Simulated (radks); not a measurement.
The numbers below are computed, except where a source is named.
Excited configurations of the iron ion Fe+: one electron is placed in a higher orbital outside [Ar] 3d6. The ground configuration is [Ar] 3d6 4s1. Level of theory: non-relativistic Kohn-Sham, r2SCAN, spin-polarised, spherical densities, point nucleus; open shells are filled with parallel spins first; meta-GGA in the generalised Kohn-Sham scheme (a radial shooting solver on a logarithmic mesh with Libxc functionals). Excitation = E - E(ground); binding = E(ion) - E, where the ion is the core of charge +2; n* = 2/sqrt(2 binding) in atomic units, and the quantum defect is n - n*.

outer orbital  excitation (eV)  binding (eV)  quantum defect  eigenvalue (eV)
4d                      10.696         5.781           0.932           -4.164
5p                      11.122         5.356           1.812           -4.246
5d                      13.081         3.396           0.997           -2.611
6p                      13.320         3.158           1.848           -2.535
6f                      14.880         1.598           0.164           -1.259
7d                      14.909         1.568           1.108           -1.260
7f                      15.291         1.186           0.227           -0.952

The Delta-SCF ionisation energy is 16.477 eV (NIST Atomic Spectra Database: 16.199 eV, measured). Self-interaction in the functional shifts the binding energies and quantum defects, so they are the method's values and not measured ones. Open shells are spherical and high-spin; term and fine-structure splittings are not resolved.
